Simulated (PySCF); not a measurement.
SnH3Br, SMILES [SnH3][Br].

Geometry optimised at B3LYP-D3(BJ)/def2-TZVP. The def2 effective core potentials stand for the cores of Sn; spin–orbit coupling is left out.

The numbers are results of PySCF with B3LYP-D3(BJ)/def2-TZVP, not measurements.

Frequencies are harmonic and unscaled.

Modes within 1.5 cm⁻¹ of each other (mostly degenerate sets) share a row, with their intensities summed.

Computed normal modes with their intensities:
```
mode  ν (cm⁻¹)  IR (km/mol)  Raman (Å⁴/amu)  depolarisation  moving atoms (share of kinetic energy)
----  --------  -----------  --------------  --------------  --------------------------------------
1          248         25.3             7.4            0.22                        Br 60 %, Sn 40 %
2–3        467         29.9            22.3            0.75                                  H 97 %
4          688        240.5            14.8            0.43                                  H 98 %
5–6        702        136.5            52.7            0.75                                  H 99 %
7         1941         57.7           397.8            0.01                                 H 100 %
8–9       1952        285.3           245.6            0.75                                  H 99 %
```
